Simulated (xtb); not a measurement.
C₂H₆BNO₂Si, SMILES B(O)(C#C[SiH2]N)O. All values are semi-empirical tight-binding results from xtb (GFN2-xTB unless named), good for trends rather than for accurate numbers. Geometry optimised at GFN2-xTB. This is a generated structure with no PubChem entry under its InChIKey; it may be hypothetical. Other conformers were not sampled.

- orbital gap = 4.29 eV
- dipole moment = 3.56 D
- zero-point energy = 52.3 kcal/mol
- G − E(el) at 298.15 K (modified RRHO) = 30.0 kcal/mol
- static polarisability (D4 model) = 80.5 bohr³
- solvation energy, GFN2-xTB/ALPB(water) = -10.6 kcal/mol
- solvation energy, GFN2-xTB/ALPB(thf) = -14.4 kcal/mol
